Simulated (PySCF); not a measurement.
# What a mistake does to a calculation on BCClH5Si

These are calculations, not measurements. They come from PySCF 2.14.0, an open-source quantum chemistry program, on an isolated molecule that a program drew, which may never have been made. The molecule is BCClH5Si (charge 0, doublet), drawn as the SMILES string `CB[SiH]Cl`.

Each row is a Hartree-Fock (HF) and frozen-core CCSD(T) single point in the cc-pV(D+d)Z basis, meant for a local HF minimum. Run 1 is clean. Each other run has one planted mistake out of seven kinds, and not every kind appears here: one electron removed, one electron added, multiplicity raised by two, geometry at a saddle point, minimal basis STO-3G, one bond length entered in bohr, all coordinates scaled. The reference is restricted for singlets and unrestricted otherwise, and also for a bond in bohr. Adding or removing an electron swaps singlet and doublet. Electrons count all cores. HOMO and LUMO are orbital energies over both spins, the gradient is its largest component, and the lowest frequency (negative if imaginary) is given only where the gradient is small. Bond lengths are over the 8 bonds as drawn. T1 is the CCSD diagnostic: over 0.02 (restricted) or 0.045 (unrestricted) a single reference is doubtful.

Geometry of the clean run:
```xyz
9
BCClH5Si, angstrom
C    -0.4143    0.4152    2.6410
B    -0.5051   -0.5720    1.4193
Si   -0.7588   -0.0223   -0.4859
Cl   -0.3233    1.9589   -0.9602
H    -0.4423    1.4751    2.3868
H    -1.2203    0.2000    3.3525
H     0.5196    0.2130    3.1808
H    -0.5171   -1.7600    1.6100
H    -0.2190   -0.8597   -1.5755
```

| run | electrons | basis functions | <S^2> | HOMO (eV) | LUMO (eV) | gradient (hartree/bohr) | lowest frequency (cm^-1) | mean bond (Å) | longest bond (Å) | T1 | HF (hartree) | CCSD(T) (hartree) | mistake |
|---|---|---|---|---|---|---|---|---|---|---|---|---|---|
| 1 | 47 | 99 | 0.773 | -8.64 | 0.59 | 1.7e-05 | 63 | 1.4524 | 2.083 | 0.0179 | -813.91332 | -814.42908 | no fault |
| 2 | 47 | 99 | 3.765 | -6.55 | -2.22 | 6.3e-02 | - | 1.4524 | 2.083 | 0.0212 | -813.74903 | -814.25885 | multiplicity raised by two |
| 3 | 47 | 99 | 0.773 | -8.71 | 0.53 | 1.2e-02 | - | 1.4771 | 2.119 | 0.0181 | -813.91118 | -814.42821 | ? |
| 4 | 48 | 99 | 0.000 | -1.07 | 7.64 | 4.5e-02 | - | 1.4524 | 2.083 | 0.0197 | -813.91833 | -814.47371 | ? |

**Which mistake was planted in run 3, and what did it cost?**

The mean and the longest bond both change by the same factor, 1.017, and the gradient is no longer small. So the mistake is: all coordinates scaled. Subtracting run 1 and multiplying by 627.51 kcal/mol a hartree, the energy moved by 1.3 kcal/mol in HF and 0.5 kcal/mol in CCSD(T).

**Which mistake was planted in run 4, and what did it cost?**

It counts 48 electrons, one more than the clean run, at the same geometry and basis. So the mistake is: one electron added. Subtracting run 1 and multiplying by 627.51 kcal/mol a hartree, the energy moved by -3.1 kcal/mol in HF and -28.0 kcal/mol in CCSD(T).

